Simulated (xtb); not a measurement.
xtb was given this input:
```
$ xtb mol.xyz --gfn 2 --uhf 1 --etemp 10000 --json

# file mol.xyz
15

C      2.36802274    -0.21500238    -0.16436623
O      1.04859943    -0.27066974    -0.60335471
Si    -0.29327736     0.10673374     0.25741138
C     -1.22702195     1.24350352    -1.03720649
C     -1.40459677    -1.46119601    -0.12578853
O     -0.24259776     0.59049239     1.70200510
H      2.42594266     0.14747049     0.86237351
H      2.80578494    -1.21518965    -0.22091133
H      2.93340672     0.45349906    -0.81888214
H     -2.25829570     1.32252498    -0.72879304
H     -1.14605724     0.83583175    -2.03400514
H     -0.74423736     2.20825769    -0.97617609
H     -1.03542597    -2.24284323     0.52255038
H     -2.42482755    -1.21710212     0.12804338
H     -1.31684492    -1.74913359    -1.16299457
```

Problem. What does this run give for the dipole moment, partial charges in atom order, total energy (a free energy at this electronic temperature)?

Solution. 
```yaml
dipole_moment: 3.63 D
partial_charges_in_atom_order: C1 0.04, O2 -0.33, Si3 0.57, C4 -0.18, C5 -0.18, O6 -0.40, H7 0.06, H8 0.06, H9 0.06, H10 0.04, H11 0.06, H12 0.05, H13 0.05, H14 0.04, H15 0.06
total energy (a free energy at this electronic temperature): -20.933042 Ha
```
